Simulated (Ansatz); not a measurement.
Correlation energies of C3H9GaS3 (`C[S][Ga]([S]C)[S]C`) by basis set

```xyz
16

C     0.514    3.046   -0.195
S    -0.690    1.975    0.651
Ga    0.002    0.000    0.001
S    -1.042   -1.803    0.680
C    -2.348   -1.067    1.713
S     1.736   -0.171   -1.327
C     1.833   -1.979   -1.518
H     0.454    2.930   -1.276
H     0.254    4.072    0.066
H     1.529    2.843    0.142
H    -2.996   -0.419    1.127
H    -1.924   -0.509    2.546
H    -2.937   -1.896    2.105
H     2.680   -2.177   -2.175
H     2.006   -2.469   -0.561
H     0.929   -2.376   -1.978
```

Charge 0, multiplicity 1. Correlated methods include outer-core shells of Ga, which these sets cover unevenly. Scalar relativity is left out up to krypton. The structure was optimised at the PBE0-D4/def2-TZVP level. It is one conformer, not always the lowest. Frozen core, restricted reference, the Gaussian-basis code of Ansatz.

```json
{"basis": "def2-SVP", "HF (Eh)": "-3234.07953", "MP2 corr.": "-1.03211"}
{"basis": "def2-TZVPP", "HF (Eh)": "-3234.87780", "MP2 corr.": "-1.27988"}
{"basis": "def2-QZVPP", "HF (Eh)": "-3234.95626", "MP2 corr.": "-1.60955"}
```

(1) Estimate the CCSD correlation energy and the (T) correction in each basis where they were run (hartree).

Results:

(1) 
| basis | CCSD corr. | (T) |
| --- | --- | --- |
| def2-SVP | -1.10458 | -0.03665 |
| def2-TZVPP | -1.35138 | -0.06279 |
